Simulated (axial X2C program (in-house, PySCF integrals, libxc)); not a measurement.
Outer orbitals of HI⁻ at 2.303 Å, PBE0

Computed with an in-house all-electron X2C program for linear molecules (integrals from PySCF). Spin-free means the one-electron spin-free X2C Hamiltonian; two-component (2c) means X2C with spin–orbit coupling and atomic mean-field two-electron Coulomb and Gaunt terms, so the difference of the two also holds small scalar two-electron terms. Basis: I dyall-acv3z [12s13p9d5f1g], H dyall-av3z [7s3p2d] (cores contracted in-house); Gaussian nuclei, density fitting, unrestricted open shells. Masses: I 126.904 u, H 1.008 u.

The distance is close to the 2c PBE0 minimum; the highest filled and lowest empty levels are listed.

Spin-free orbitals, state M_S = 1/2, Λ = 0 (beyond evenly filled blocks: σα) (Löwdin shares):

| symmetry | occupied | ε (eV) | atomic character |
| --- | --- | --- | --- |
| σα | yes | -12.63 | 88% I s, 6% H p, 4% H s |
| σβ | yes | -12.35 | 88% I s, 6% H p, 4% H s |
| σα | yes | -3.89 | 49% H s, 47% I p, 2% I d |
| σβ | yes | -2.39 | 71% I p, 24% H s, 2% H p |
| π+α | yes | -1.73 | 96% I p, 2% H p |
| π-α | yes | -1.73 | 96% I p, 2% H p |
| π-β | yes | -1.62 | 96% I p, 2% H p |
| π+β | yes | -1.62 | 96% I p, 2% H p |
| σα | yes | -0.02 | 41% I p, 31% H s, 12% H p |
| σβ | no | 2.94 | 74% H s, 8% I p, 8% H p |
| σα | no | 3.19 | 96% H s |
| σβ | no | 4.10 | 70% H s, 11% I d, 9% I p |
| σα | no | 4.13 | 83% I p, 15% I s |

Spinors with spin–orbit coupling (state Ω = 1/2):

| ω | occupied | ε (eV) | atomic character | λ mixture |
| --- | --- | --- | --- | --- |
| 1/2 | yes | -12.65 | 88% I s, 6% H p, 4% H s | 100% σ |
| -1/2 | yes | -12.38 | 88% I s, 6% H p, 4% H s | 100% σ |
| 1/2 | yes | -3.93 | 49% I p, 46% H s | 98% σ, 2% π |
| -1/2 | yes | -2.68 | 80% I p, 15% H s, 2% H p | 70% σ, 30% π |
| 1/2 | yes | -1.99 | 92% I p, 4% H s, 2% H p | 95% π, 5% σ |
| -1/2 | yes | -1.83 | 86% I p, 10% H s, 2% H p | 69% π, 31% σ |
| 3/2 | yes | -1.45 | 96% I p, 2% H p | 100% π |
| -3/2 | yes | -1.35 | 96% I p, 2% H p | 100% π |
| 1/2 | yes | 0.03 | 43% I p, 30% H s, 12% H p | 97% σ, 3% π |
| -1/2 | no | 2.94 | 73% H s, 8% I p, 8% H p | 100% σ |
| 1/2 | no | 3.19 | 95% H s | 100% σ |
| -1/2 | no | 4.09 | 69% H s, 11% I p, 11% I d | 97% σ, 3% π |
| 1/2 | no | 4.12 | 83% I p, 15% I s | 99% σ, 1% π |

The highest filled level is positive, so this functional does not bind it, and the empty levels of an anion are set by the basis.

Question: How does the gap between the highest filled and lowest empty level change from the spin-free to the 2c table?

Answer: From 2.96 to 2.91 eV at PBE0, a change of -0.05 eV.

Mulliken charges and populations of the two-component result (they depend on the basis, above all on diffuse functions):

I -0.62 e (s 9.93 p 23.66 d 20.03), H -0.38 e (s 1.32 p 0.06). ⟨Lz⟩ = 0.00 ħ and ⟨Sz⟩ = 0.50 ħ (0.09 and 0.40 on the two atoms), which add up to Ω.

One determinant describes the state; a PBE0 search over occupations chose it and may have missed a lower one. Density functionals use the spin component along the axis (collinear). The highest occupied level of some functionals is positive through self-interaction error; at Hartree–Fock it is bound.
